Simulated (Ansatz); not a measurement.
Consider the ligand exchange at the Hf–F bond: `[OH][Hf]([F])([F])[SeH]` + HCl → `[OH][Hf]([F])([Cl])[SeH]` + H–F.

Computed with Ansatz on PBE0-D4/def2-TZVP structures; ΔE is electronic, products minus reactants. CBS: MP2 limit from def2 TZ/QZ plus the TZ coupled-cluster correction, frozen cores. This one scheme is used for every species. Functionals use def2-TZVPP. B3LYP here is the variant with VWN-RPA as its local correlation; programs differ in this. Elements past krypton have def2 core potentials. For Hf, Se outer-core shells are correlated without core-valence functions, which leaves a few kJ/mol of doubt a bond. Scalar relativity is left out up to krypton. One conformer a species, not always the lowest.

(1) Is it downhill or uphill in electronic energy at CCSD(T)/CBS, and by how much? (Best estimate.)

(2) What do these levels give: B3LYP-D4, ωB97X-V, ωB97M-V, B2PLYP, B3LYP, HF/def2-TZVPP, SCS-MP2/def2-TZVPP, CCSD/def2-TZVPP, CCSD(T)/def2-TZVPP, HF/def2-QZVPP, MP2/def2-QZVPP, MP2/CBS(def2)? (Best estimate.)

Largest T1 diagnostic among the species: 0.015.

## Answers

(1) Ansatz gave: Uphill: ΔE = +8.0 kJ/mol.

(2) Ansatz gave: B3LYP-D4 17.4, ωB97X-V 20.4, ωB97M-V 17.2, B2PLYP 17.1, B3LYP 22.3, HF/def2-TZVPP 14.2, SCS-MP2/def2-TZVPP 11.5, CCSD/def2-TZVPP 13.3, CCSD(T)/def2-TZVPP 11.6, HF/def2-QZVPP 15.1, MP2/def2-QZVPP 3.4, MP2/CBS(def2) 1.6 kJ/mol.

The D4 term adds −4.9 kJ/mol with B3LYP and −2.8 kJ/mol with PBE0; it sums over pairs of atoms, weighted by their polarisabilities, and B3LYP, whose exchange is more repulsive, gets the larger term. From PBE to PBE0 (25 % exact exchange), in def2-TZVPP and without D4, ΔE moves by −6.5 kJ/mol.
